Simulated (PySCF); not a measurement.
IrSF2, quartet: structure and spectrum

Method: PySCF, UPBE0, basis Ir def2-TZVP with ECP60, S def2-TZVP, F def2-TZVP (scalar-relativistic core potentials, no spin–orbit coupling, density fitting).

The structure is a minimum.

```xyz
4
charge 0 multiplicity 4, angstrom
Ir    0.0740    0.0000    0.0000
S    -1.9889    0.0000    0.0000
F     1.3110   -1.4081    0.0000
F     1.3110    1.4081    0.0000
```

```
Point group                                                                   : C2v
Bond lengths                                                                  : Ir–F 1.874 Å (×2), Ir–S 2.063 Å
Bond angles                                                                   : F–Ir–F 97.4°, F–Ir–S 131.3° (×2)
Lowest empty level (β)                                                        : -5.18 eV
Entropy at 298.15 K and 1 bar (electronic part: spin only)                    : 335.8 J/(mol K)
Spin squared ⟨S²⟩                                                             : 3.774
Principal quadrupole moments (Buckingham, traceless) about the centre of mass : -2.47, -0.52, 2.98 D Å
Heat capacity Cp at 298.15 K                                                  : 69.9 J/(mol K)
Dipole moment                                                                 : 2.20 D
Enthalpy at 298.15 K above 0 K                                                : 16.27 kJ/mol
Highest occupied level (α)                                                    : -8.10 eV
Rotational symmetry number                                                    : 2
Rotational constants                                                          : 0.2238, 0.08742, 0.06286 cm⁻¹
Atomisation energy without zero-point energy                                  : 1133 kJ/mol
Principal polarisabilities                                                    : 37.0, 43.6, 82.5 bohr³
Zero-point energy                                                             : 13.5 kJ/mol
```

Harmonic modes (masses in u: Ir 192.963, S 31.972, F 18.998):
```
symmetry  ω (cm⁻¹)  IR (km/mol)  μ (u)     type
      b2       121          0.1  26.97     bend
      b1       130          4.3  28.15     bend
      a1       192          2.5  20.20     bend
      a1       550          8.8  35.31  stretch
      b2       621         82.5  21.24  stretch
      a1       652          155  20.54  stretch
```

In C2v the vibrations span 2b2 + b1 + 3a1. Here b1 is antisymmetric to the molecular plane and b2 lies in it.

Charges (e):
| atom | Mulliken | Löwdin | polar tensor | spin (Mulliken) | Mayer order to Ir1 |
| --- | --- | --- | --- | --- | --- |
| Ir1 | 0.93 | 0.42 | 1.33 | 2.03 | – |
| S2 | -0.18 | 0.13 | -0.14 | 0.63 | 2.14 |
| F3,4 | -0.38 | -0.28 | -0.59 | 0.17 | 0.84 |

Mulliken populations on Ir1 (electrons outside its core potential): s 2.74, p 6.33, d 6.93, f 0.06.

Formally Ir is in oxidation state +4, d5, with 3 unpaired electrons (the high-spin count would be 5). The Mulliken spin on Ir is 2.03. The polar-tensor charge on Ir, 1.33, is far below the formal one.

This need not be the most stable arrangement of these atoms. With open d or f shells other occupations or spin states may lie lower. No spin–orbit coupling is included, which matters more the heavier the element.

The final relaxation and frequency run took 2.2 min on 4 threads of a shared Arm Neoverse N1 host, with 139 basis functions and 14 gradients; the process peaked at 1.6 GiB. Launch command: `OMP_NUM_THREADS=4 python axn.py task.json out`.
